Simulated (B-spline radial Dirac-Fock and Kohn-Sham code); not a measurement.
## Binding energies of Hf in different valence configurations

Calculated with a B-spline atomic structure program, using Dirac-Fock energy differences between relaxed states, corrected for Breit and QED terms. Electron correlation is not included.

Reference: the tabulated ground configuration [Xe] 4f14 5d2 6s2, with 2p3/2 9566.8 eV, 3p1/2 2375.0 eV, 3p3/2 2119.1 eV, 3d3/2 1723.0 eV, 3d5/2 1668.4 eV, 4p3/2 392.9 eV, Kα1 55779.8 eV, Kβ1 63227.5 eV, Lα1 7898.4 eV, Lβ2 9345.1 eV.

Question: One of these configurations gives the following shifts from the reference, in eV: average energy +2.58, 2p3/2 +1.42, 3p1/2 +1.42, 3p3/2 +1.42, 3d3/2 +1.42, 3d5/2 +1.42, 4p3/2 +1.42, Kα1 -0.01, Kβ1 -0.01, Lα1 0.00, Lβ2 0.00. Which?
A. [Xe] 4f14 5d1 6s2 6p1
B. [Xe] 4f14 5d3 6s1
C. [Xe] 4f14 5d2 6s1 6p1
D. [Xe] 4f14 5d4

Answer: C. The others give [Xe] 4f14 5d1 6s2 6p1: 2p3/2 +4.23; [Xe] 4f14 5d3 6s1: 2p3/2 -2.45; [Xe] 4f14 5d4: 2p3/2 -4.31.
